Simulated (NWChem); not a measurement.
Program: NWChem. System: C$_{2}$H$_{4}$N, charge 1, spin multiplicity 1, at the geometry of a parent with another charge or spin, in a state set for the comparison that need not be this species' ground state. Level: MP2/def2-SVPD, 3 core orbitals frozen.

NWChem printed:

```
             Northwest Computational Chemistry Package (NWChem) 7.3.0
             --------------------------------------------------------

                                NWChem Input Module
                                -------------------

 Scaling coordinates for geometry "geometry" by  1.889725989
 (inverse scale =  0.529177249)

 Turning off AUTOSYM since
 SYMMETRY directive was detected!

                             Geometry "geometry" -> ""
                             -------------------------

 Output coordinates in angstroms (scale by  1.889725989 to convert to a.u.)

  No.       Tag          Charge          X              Y              Z
 ---- ---------------- ---------- -------------- -------------- --------------
    1 C                    6.0000     1.13862900     0.00000000     0.15292400
    2 N                    7.0000     0.00000000     0.00000000    -0.50487300
    3 C                    6.0000    -1.13862900     0.00000000     0.15292400
    4 H                    1.0000     1.18751600     0.00000000     1.25733900
    5 H                    1.0000     2.07899000     0.00000000    -0.40782700
    6 H                    1.0000    -2.07899000     0.00000000    -0.40782700
    7 H                    1.0000    -1.18751600     0.00000000     1.25733900

 Effective nuclear repulsion energy (a.u.)      66.3683953806

            Nuclear Dipole moment (a.u.)
            ----------------------------
        X                 Y               Z
 ---------------- ---------------- ----------------
     0.0000000000     0.0000000000     0.0000018897

      Symmetry information
      --------------------

 Group name             C2v
 Group number             16
 Group order               4
 No. of unique centers     4

      Symmetry unique atoms

     1    2    4    5


 Summary of "ao basis" -> "" (spherical)
 ------------------------------------------------------------------------------
       Tag                 Description            Shells   Functions and Types
 ---------------- ------------------------------  ------  ---------------------
 *                         def2-svpd                  on all atoms

 Summary of "ao basis" -> "ao basis" (spherical)
 ------------------------------------------------------------------------------
       Tag                 Description            Shells   Functions and Types
 ---------------- ------------------------------  ------  ---------------------
[...]
    1 C    6     5.30   1.99  0.98  0.05 -0.03  1.80  0.46  0.06 -0.01
    2 N    7     7.66   1.99  1.01  0.60  0.16  2.35  1.46  0.03  0.06
    3 C    6     5.30   1.99  0.98  0.05 -0.03  1.80  0.46  0.06 -0.01
    4 H    1     0.87   0.73  0.10  0.03  0.01
    5 H    1     1.00   0.73  0.23  0.03  0.02
    6 H    1     1.00   0.73  0.23  0.03  0.02
    7 H    1     0.87   0.73  0.10  0.03  0.01

       Multipole analysis of the density wrt the origin
       ------------------------------------------------

     L   x y z        total         open         nuclear
     -   - - -        -----         ----         -------
     0   0 0 0      1.000000      0.000000     23.000000

     1   1 0 0      0.000000      0.000000      0.000000
     1   0 1 0     -0.000000      0.000000      0.000000
     1   0 0 1      1.030927      0.000000      0.000002

     2   2 0 0     -2.313495      0.000000     96.499083
     2   1 1 0     -0.000000      0.000000      0.000000
     2   1 0 1     -0.000000      0.000000      0.000000
     2   0 2 0    -12.265211      0.000000      0.000000
     2   0 1 1      0.000000      0.000000      0.000000
     2   0 0 2    -11.700749      0.000000     19.852813

                   NWChem MP2 Semi-direct Energy/Gradient Module
                   ---------------------------------------------

  Basis functions       =     92
  Molecular orbitals    =     92
  Frozen core           =      3
  Frozen virtuals       =      0
  Active alpha occupied =      8
  Active beta occupied  =      8
  Active alpha virtual  =     81
  Active beta virtual   =     81
  Use MO symmetry       = T
  Use skeleton AO sym   = T

  AO/Fock/Back tols     =   1.0D-09  1.0D-09  1.0D-09

 GA uses MA = F    GA memory limited = T

 Available:
  local mem=  1.26D+08
 global mem=  1.44D+08
 local disk=  0.00D+00
  mp2_memr nvloc                    81
  nvloc new                    81
   1 passes of   8:        3145728                      33790                   9424419.
   1 passes of   8: M    126153611           G      144162272           F     123007883.

 Semi-direct pass number   1 of   1  for RHF alpha+beta  at        1.4s
  vrange nnbf                  4271
  mp2_eaftype                    35  avail_ma_in_mb                  1099
 EAF : mp2_eaftype filesize          35    4712210.
  mp2_eaf for mointskh                     35
Node 0 wrote     22.1 Mb in      0.0 s     Agg I/O rate:   897.1 Mb/s
 Done moints_semi at        3.8s
  mp2_eaftype                    35  avail_ma_in_mb                  1064
 EAF : mp2_eaftype filesize          35    4712210.
  mp2_eaf for kh                    35
 Done maket at        4.0s
 Done multipass loop at        4.0s

          -------------------------------------------
          SCF energy                -132.071118697754
          Correlation energy          -0.405237825899
          Singlet pairs               -0.264693419347
          Triplet pairs               -0.140544406552
          Total MP2 energy          -132.476356523653
          -------------------------------------------

          ---------------------------------------------------
                    Spin Component Scaled (SCS) MP2
          Same spin pairs                     -0.093696271035
          Same spin scaling factor             0.333333333333
          Opposite spin pairs                 -0.311541554864
          Opposite spin scaling fact.          1.200000000000
          SCS-MP2 correlation energy          -0.405081956182
          Total SCS-MP2 energy              -132.476200653936
          ---------------------------------------------------

 -----------------------
 Performance information
 -----------------------

 Timer overhead =  2.42D-07 seconds/call

               Nr. of calls         CPU time (s)                 Wall time (s)                GFlops
             ---------------    -------------------     ------------------------------   -------------------
Name         Min   Avg   Max    Min     Avg     Max     Min     Avg     Max   Mx/calls   Min     Max     Sum
mp2: moin     1     1     1    2.3     2.3     2.3      2.3     2.3     2.3     2.3      0.0     0.0     0.0
mp2: make     1     1     1   0.22    0.22    0.22     0.22    0.22    0.22    0.22      0.0     0.0     0.0
mp2: tota     1     1     1    2.6     2.6     2.6      2.6     2.6     2.6     2.6      0.0     0.0     0.0

 The average no. of pstat calls per process was 3.00D+00
 with a timing overhead of 7.25D-07s

 Task  times  cpu:        4.0s     wall:        4.0s

 Total times  cpu:        4.0s     wall:        4.0s
```

### Question
Write an NWChem input that would produce this output.

### Answer
This is not unique; one that fits is 
```
start mol
memory heap 200 mb stack 900 mb global 1100 mb
charge 1
geometry units angstroms nocenter noautoz
  C      1.138629     0.000000     0.152924
  N      0.000000     0.000000    -0.504873
  C     -1.138629     0.000000     0.152924
  H      1.187516     0.000000     1.257339
  H      2.078990     0.000000    -0.407827
  H     -2.078990     0.000000    -0.407827
  H     -1.187516     0.000000     1.257339
  symmetry group C2v
end
basis spherical
  * library def2-svpd
end
scf
  rhf
  nopen 0
  maxiter 100
  thresh 1e-7
  semidirect memsize 60000000 filesize 0
end
mp2
  freeze core 3
end
task mp2 energy
```
